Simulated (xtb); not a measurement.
P2, charge -1, doublet, from a rough starting geometry (a state made from the parent by changing its charge; the spin is typed, not shown lowest); GFN2-xTB (xtb 6.7.1).

Here is a job for xtb.
```
$ xtb mol.xyz --gfn 2 --chrg -1 --uhf 1 --opt vtight --json

# file mol.xyz
2

P      0.96012643     0.02612381     0.01308567
P     -0.91807772    -0.01586786    -0.00688399
```

Output, abridged:

```
   ID    Z sym.   atoms
    1   15 P      1, 2

           -------------------------------------------------
          |                Calculation Setup                |
           -------------------------------------------------

           -------------------------------------------------
          |                 G F N 2 - x T B                 |
           -------------------------------------------------

          ...................................................
          :                      SETUP                      :
          :.................................................:
          :  # basis functions                  20          :
          :  # atomic orbitals                  18          :
          :  # shells                            6          :
          :  # electrons                        11          :
          :  max. iterations                   250          :
          :  Hamiltonian                  GFN2-xTB          :
          :  restarted?                      false          :
          :  GBSA solvation                  false          :
          :  PC potential                    false          :
          :  electronic temp.          300.0000000     K    :
          :  accuracy                    1.0000000          :
          :  -> integral cutoff          0.2500000E+02      :
          :  -> integral neglect         0.1000000E-07      :
          :  -> SCF convergence          0.1000000E-05 Eh   :
          :  -> wf. convergence          0.1000000E-03 e    :
          :  Broyden damping             0.4000000          :
          :  net charge                         -1          :
          :  unpaired electrons                  1          :
          ...................................................

 iter      E             dE          RMSdq      gap      omega  full diag
   1     -5.2320313 -0.523203E+01  0.872E+00    0.00       0.0  T
   2     -5.2455182 -0.134869E-01  0.679E+00    0.00       1.0  T
   3     -5.2456462 -0.127989E-03  0.390E+00    0.00       1.0  T
   4     -5.2456760 -0.298284E-04  0.265E-01    0.00       1.0  T
   5     -5.2456757  0.313501E-06  0.100E-01    0.00       1.0  T
   6     -5.2456769 -0.122743E-05  0.919E-04    0.00      77.0  T
   7     -5.2456769 -0.202157E-09  0.707E-05    0.00     999.8  T
   8     -5.2456769 -0.672351E-12  0.355E-05    0.00    1990.3  T

   *** convergence criteria satisfied after 8 iterations ***

         :::::::::::::::::::::::::::::::::::::::::::::::::::::
         ::                     SUMMARY                     ::
         :::::::::::::::::::::::::::::::::::::::::::::::::::::
         :: total energy              -5.193661236989 Eh    ::
         :: gradient norm              0.138262885470 Eh/a0 ::
         :: HOMO-LUMO gap              0.000000000000 eV    ::
         ::.................................................::
         :: SCC energy                -5.245676925728 Eh    ::
         :: -> isotropic ES            0.115780417624 Eh    ::
         :: -> anisotropic ES          0.001553138538 Eh    ::
         :: -> anisotropic XC          0.002218758001 Eh    ::
         :: -> dispersion             -0.001281251812 Eh    ::
         :: repulsion energy           0.052015688739 Eh    ::
         :: add. restraining           0.000000000000 Eh    ::
         :: total charge              -1.000000000000 e     ::
         :::::::::::::::::::::::::::::::::::::::::::::::::::::

      -----------------------------------------------------------
     |                   =====================                   |
     |                        A N C O P T                        |
     |                   =====================                   |
     |               Approximate Normal Coordinate               |
     |                Rational Function Optimizer                |
      -----------------------------------------------------------
      -----------------------------------------------------------
     |                   =====================                   |
     |                        A N C O P T                        |
     |                   =====================                   |
     |               Approximate Normal Coordinate               |
     |                Rational Function Optimizer                |
      -----------------------------------------------------------

          ...................................................
          :                      SETUP                      :
          :.................................................:
          :   optimization level         verytight          :
          :   max. optcycles                   200          :
          :   ANC micro-cycles                  20          :
          :   degrees of freedom                 1          :
          :.................................................:
          :   RF solver                   davidson          :
          :   write xtbopt.log                true          :
          :   linear (good luck)              true          :
          :   energy convergence         0.1000000E-06 Eh   :
          :   grad. convergence          0.2000000E-03 Eh/α :
          :   maxmium RF displ.          1.0000000          :
          :   Hlow (freq-cutoff)         0.1000000E-01      :
          :   Hmax (freq-cutoff)         5.0000000          :
          :   S6 in model hess.         20.0000000          :
          ...................................................

generating ANC from exact Hessian ...
Using Lindh-Hessian (1995)
 Shifting diagonal of input Hessian by    0.0000000000000000
 Lowest  eigenvalues of input Hessian
    0.000000    0.000000    0.000000    0.000000    0.000000    0.597228
 Highest eigenvalues
    0.000000    0.000000    0.000000    0.000000    0.000000    0.597228

........................................................................
.............................. CYCLE    1 ..............................
[...]
 * total energy  :    -5.1936612 Eh     change       -0.1421085E-12 Eh
 * total energy  :    -5.2001489 Eh     change       -0.6487667E-02 Eh
 * total energy  :    -5.2020192 Eh     change       -0.1870323E-02 Eh
 * total energy  :    -5.2022233 Eh     change       -0.2040407E-03 Eh
 * total energy  :    -5.2022334 Eh     change       -0.1011797E-04 Eh
 * total energy  :    -5.2022334 Eh     change       -0.2813212E-07 Eh
   *** GEOMETRY OPTIMIZATION CONVERGED AFTER 6 ITERATIONS ***
[...]
          :  -> wf. convergence          0.1000000E-03 e    :
          :  Broyden damping             0.4000000          :
          :  net charge                         -1          :
          :  unpaired electrons                  1          :
          ...................................................

 iter      E             dE          RMSdq      gap      omega  full diag
   1     -5.2281821 -0.522818E+01  0.268E-07    0.00       0.0  T
   2     -5.2281821  0.621725E-14  0.157E-07    0.00  100000.0  T
   3     -5.2281821  0.177636E-14  0.781E-08    0.00  100000.0  T

   *** convergence criteria satisfied after 3 iterations ***

         :::::::::::::::::::::::::::::::::::::::::::::::::::::
         ::                     SUMMARY                     ::
         :::::::::::::::::::::::::::::::::::::::::::::::::::::
         :: total energy              -5.202233413168 Eh    ::
         :: gradient norm              0.000109929125 Eh/a0 ::
         :: HOMO-LUMO gap              0.000000000000 eV    ::
         ::.................................................::
         :: SCC energy                -5.228182070394 Eh    ::
         :: -> isotropic ES            0.115620745905 Eh    ::
         :: -> anisotropic ES          0.000930347355 Eh    ::
         :: -> anisotropic XC          0.001690001380 Eh    ::
         :: -> dispersion             -0.001280270709 Eh    ::
         :: repulsion energy           0.025948657227 Eh    ::
         :: add. restraining           0.000000000000 Eh    ::
         :: total charge              -1.000000000000 e     ::
         :::::::::::::::::::::::::::::::::::::::::::::::::::::

           -------------------------------------------------
          |                Property Printout                |
           -------------------------------------------------

    * Orbital Energies and Occupations

         #    Occupation            Energy/Eh            Energy/eV
      -------------------------------------------------------------
         1        2.0000           -0.4409541             -11.9990
         2        2.0000           -0.3858350             -10.4991
         3        2.0000           -0.1871211              -5.0918
         4        2.0000           -0.1747888              -4.7562
         5        2.0000           -0.1747888              -4.7562
         6        0.5000           -0.0983964              -2.6775 (HOMO)
         7        0.5000           -0.0983964              -2.6775 (LUMO)
         8                          0.0509913               1.3875
         9                          0.1555318               4.2322
        10                          0.1555318               4.2322
        11                          0.1782067               4.8493
        12                          0.1782067               4.8493
        13                          0.2103115               5.7229
        14                          0.2103115               5.7229
        15                          0.2963522               8.0642
        16                          0.4088894              11.1264
        17                          0.4088894              11.1264
        18                          1.3532145              36.8228
      -------------------------------------------------------------
                  HL-Gap            0.0000000 Eh            0.0000 eV
             Fermi-level           -0.1174945 Eh           -3.1972 eV

     #   Z          covCN         q      C6AA      α(0)
     1  15 P        0.981    -0.500   215.551    27.287
     2  15 P        0.981    -0.500   215.551    27.287

 Mol. C6AA /au·bohr⁶  :        862.203163
 Mol. C8AA /au·bohr⁸  :      47765.826526
 Mol. α(0) /au        :         54.573057

Wiberg/Mayer (AO) data.
largest (>0.10) Wiberg bond orders for each atom

 ---------------------------------------------------------------------------
     #   Z sym  total        # sym  WBO       # sym  WBO       # sym  WBO
 ---------------------------------------------------------------------------
     1  15 P    2.425 --     2 P    2.425
     2  15 P    2.425 --     1 P    2.425
 ---------------------------------------------------------------------------

Topologies differ in total number of bonds
Writing topology from bond orders to xtbtopo.mol

molecular dipole:
                 x           y           z       tot (Debye)
 q only:       -0.040      -0.010      -0.006
   full:       -0.040      -0.010      -0.006       0.105
molecular quadrupole (traceless):
                xx          xy          yy          xz          yz          zz
 q only:       -3.507      -0.118       1.752      -0.056      -0.001       1.755
  q+dip:       -4.887      -0.164       2.442      -0.078      -0.002       2.445
   full:       -5.975      -0.201       2.986      -0.096      -0.002       2.990

           -------------------------------------------------
          |                Geometry Summary                 |
           -------------------------------------------------

      molecular mass/u    :       61.9475240
   center of mass at/Å    :        0.0210244       0.0051280       0.0031008
  moments of inertia/u·Å² :       -0.1117718E-14   0.6086494E+02   0.6086494E+02
rotational constants/cm⁻¹ :       -0.1508218E+17   0.2769678E+00   0.2769678E+00

 * 1 selected distances

     #   Z          #   Z                                           value/Å
     0   0          0   0                                         0.0000000 (max)

 * 0 distinct bonds (by element types)

   Z      Z             #   av. dist./Å        max./Å        min./Å

optimized geometry written to: xtbopt.xyz

           -------------------------------------------------
          | TOTAL ENERGY               -5.202233413168 Eh   |
          | GRADIENT NORM               0.000109929125 Eh/α |
          | HOMO-LUMO GAP               0.000000000000 eV   |
           -------------------------------------------------

normal termination of xtb
```
